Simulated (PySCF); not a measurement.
C₅H₉OSi (doublet state).
Numbering: `[SiH3:1][O:2][C:3]1[CH2:4][CH:5]=[CH:6][CH2:7]1` (hydrogens: H8, H9, H10 on Si1; H11, H12 on C4; H13 on C5; H14 on C6; H15, H16 on C7)

Geometry (GFN2-xTB, Å), atoms numbered from 1 in this order:
```xyz
16
C5H9OSi angstrom
Si     2.7100   -0.4596    0.2991
O      1.2646    0.0043    0.8736
C      0.0538    0.2286    0.3479
C     -1.1847    0.1655    1.1829
C     -2.2572    0.0747    0.1400
C     -1.7665    0.0532   -1.0893
C     -0.2697    0.1272   -1.1054
H      2.6558   -1.8109   -0.2740
H      3.4793   -0.3886    1.5297
H      3.1742    0.4517   -0.7527
H     -1.1896   -0.7039    1.8549
H     -1.3150    1.0488    1.8222
H     -3.2989    0.0351    0.4082
H     -2.3377   -0.0082   -1.9998
H      0.1875   -0.7600   -1.5676
H      0.0865    0.9925   -1.6811
```

The hyperfine couplings belong to this conformer and change with its torsions.

Level of theory: UKS B3LYP, pcH-1 on C H O Si, non-relativistic, mean-field spin-orbit, GIAO in PySCF 2.14.0. The structure is a single GFN2-xTB conformer in the gas phase; no vibrational or solvent corrections. Couplings are sensitive to structure, and on GFN2-xTB geometries they can be far from those on DFT ones. No stability test was run, so a lower SCF solution isn't excluded.

The largest Mulliken spin populations are on C3 (+0.87), C4 (-0.07), C7 (-0.07) and O2 (+0.07). C3 is the only atom above +0.15. The positive populations add up to 1.15 and the negative ones to -0.15, together 2S = 1. The angles at C3 add up to 357.3°, so it is nearly planar.

Question: List the C–H protons on four-coordinate carbons next to a three-coordinate spin centre, with their couplings and θ (C–H bond against the normal to the plane of the centre's neighbours, projected along the bond that joins the two).

Answer: 
```json
{"β H": "H11", "on": "C4", "centre": "C3", "θ (°)": "36", "cos²θ": "0.66", "a (G)": "+29.39"}
{"β H": "H12", "on": "C4", "centre": "C3", "θ (°)": "24", "cos²θ": "0.83", "a (G)": "+34.69"}
{"β H": "H15", "on": "C7", "centre": "C3", "θ (°)": "36", "cos²θ": "0.65", "a (G)": "+29.56"}
{"β H": "H16", "on": "C7", "centre": "C3", "θ (°)": "24", "cos²θ": "0.83", "a (G)": "+36.27"}
```

Couplings in gauss use g_iso = 2.0030.
